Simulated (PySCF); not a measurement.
The same groups moved round the core (propene formyl). All species are isolated molecules in the gas phase. One relaxed conformer stands for each flexible species; it need not be the lowest. Strings in code marks are SMILES.

The four lowest singlet excitations (Tamm–Dancoff). Computed with B3LYP-D3(BJ)/def2-TZVP in PySCF. B3LYP has the VWN-RPA correlation part, as in Gaussian. Excitations are Tamm–Dancoff values on a coarser integration grid. The basis has no diffuse functions, so Rydberg states are missing or too high.

```
state  energy (eV)  wavelength (nm)  oscillator strength
-----  -----------  ---------------  -------------------
S1            3.55              349                0.000
S2            5.96              208                0.495
S3            6.88              180                0.000
S4            7.12              174                0.000
```

Problem. Which member gives these states?
A) `C/C=C/C=O` (C–C–C–O torsion 0°)
B) `C=CCC=O` (C–C–C–C torsion -120°, C–C–C–O torsion 131°)
C) `C=C(C)C=O` (C–C–C–O torsion 180°)

Solution. A, `C/C=C/C=O` (C–C–C–O torsion 0°)
